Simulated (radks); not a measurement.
Q: These are the eigenvalues of the occupied orbitals of an atom or ion with whole-number occupations (Ry). Method: scalar-relativistic Kohn-Sham, PBE, spin-unpolarised, spherical densities, point nucleus; computed with a radial shooting solver on a logarithmic mesh with Libxc functionals.

| orbital | eigenvalue |
|---|---|
| 1s | -5109.225 |
| 2s | -882.8080 |
| 2p | -772.1207 |
| 3s | -204.2277 |
| 3p | -171.4548 |
| 3d | -133.7875 |
| 4s | -43.07167 |
| 4p | -32.32362 |
| 4d | -18.70713 |
| 5s | -6.99359 |
| 5p | -4.35845 |
| 4f | -3.62287 |
| 5d | -1.46125 |

Which element is it, and in what charge state? The configuration may be excited.

A: Z = 74, tungsten, charge +2: W2+ in [Xe] 4f14 5d4. The list shows which subshells hold electrons but not how many an open one holds; the 1s level, -2554.6 hartree, gives Z - s = 71.5 by -(Z - s)^2/2, which with screening and relativity narrows Z to a few neighbours, and the depths of the outer levels then fix element, charge and occupations together.
